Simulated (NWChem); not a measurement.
**Atomisation of sulfur hexafluoride (F6S)**

```xyz
7

F      0.0000     0.0000     1.5807
S      0.0000     0.0000     0.0000
F      1.5807     0.0000     0.0000
F      0.0000     1.5807     0.0000
F     -1.5807     0.0000     0.0000
F      0.0000    -1.5807     0.0000
F      0.0000     0.0000    -1.5807
```
Charge 0, spin multiplicity 1.

Everything below was run with NWChem. All single points use one geometry, from PBE0/def2-SVP, a minimum by its harmonic frequencies.

Basis set: def2-SVP. The atomisation energy is electronic alone: no zero-point, thermal, spin-orbit or counterpoise terms. No value is extrapolated to the basis-set limit. Free atoms are single determinants with multiplicities F 2, S 3.

No SCF solution was tested for a lower state. Open-shell Hartree-Fock references start from PBE0 orbitals.

**Question.** Order these methods by the atomisation energy they give, lowest first: HF, PBE, BP86, M06-2X.

**Answer.** HF (188.8 kcal/mol), M06-2X (443.2 kcal/mol), BP86 (477.4 kcal/mol), PBE (489.1 kcal/mol)
